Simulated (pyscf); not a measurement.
**O=CH–O⁻, singlet**

Gas-phase minimum from PySCF at ωB97X-D3(BJ)/def2-SVPD, one conformer. 

```
C
O 1 1.2516
O 1 1.2516 2 130.05
H 1 1.1416 2 114.97 3 179.93
```
Charge -1, spin multiplicity 1.

Properties at ωB97X-D3(BJ)/def2-SVPD:

```yaml
harmonic_wavenumbers_unscaled: 757, 1063, 1383, 1392, 1722, 2672 cm⁻¹
zero_point_energy: 12.9 kcal/mol
rotational_symmetry_number: 2
Entropy of this conformer at 298 K and 1 atm, rigid rotor and harmonic oscillator, modes under 100 cm⁻¹ raised to 100: 238.3 J/(mol K)
dipole_moment: depends on origin
```

Single-point totals, which compare only within one level (frozen core for MP2 and CC):

```csv
level,total energy (hartree)
ωB97X-D3(BJ)/def2-TZVPD,-189.32426
PBE/def2-TZVPD,-189.09468
r²SCAN/def2-TZVPD,-189.19466
B3LYP-D3(BJ)/def2-TZVPD,-189.29679
PBE0-D3(BJ)/def2-TZVPD,-189.08371
M06-2X/def2-TZVPD,-189.21276
ωB97M-D3(BJ)/def2-TZVPD,-189.33555
HF/def2-TZVPPD,-188.28063
MP2/def2-TZVPPD,-188.92460
CCSD/def2-TZVPPD,-188.92170
CCSD(T)/def2-TZVPPD,-188.95114
```

The CCSD(T) − MP2 part came from Ansatz, without density fitting, on the same reference.
